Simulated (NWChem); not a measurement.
# C₂H₃BFN; SMILES NB(F)C#C

```xyz
8

C      0.0359     2.2894     0.0000
C      0.0443     1.0734     0.0000
B      0.0389    -0.4683     0.0000
N     -1.1528    -1.1919     0.0000
F      1.2026    -1.1305     0.0000
H      0.0375     3.3648     0.0000
H     -2.0603    -0.7490     0.0000
H     -1.1696    -2.2035     0.0000
```
Atoms are numbered in this order, from 1.

All runs: NWChem. Pople sets run with spherical d functions. All runs use the structure optimised with PBE0/def2-SVP. GIAO values for the isolated, static molecule; σ is the absolute isotropic shielding, δ = σ(reference) − σ with the isolated reference molecule computed at the same levels (11B: boron trifluoride, 13C: tetramethylsilane, 19F: trichlorofluoromethane, 1H: tetramethylsilane, 15N: ammonia).

```
level                                 δ C1 (ppm)  δ C2 (ppm)  δ B3 (ppm)  δ N4 (ppm)  δ F5 (ppm)  δ H6 (ppm)  δ H7 (ppm)
------------------------------------  ----------  ----------  ----------  ----------  ----------  ----------  ----------
B3LYP/6-31G*                                79.7        73.8        10.3        68.7      -104.0        1.91        2.45
PBE0/pcSseg-1                               95.4        86.4         9.1        88.2      -106.3        2.22        3.19
LDA (Slater exchange, VWN5)/pcSseg-1        98.1        92.4         8.8       103.2      -119.9        2.01        3.32
```
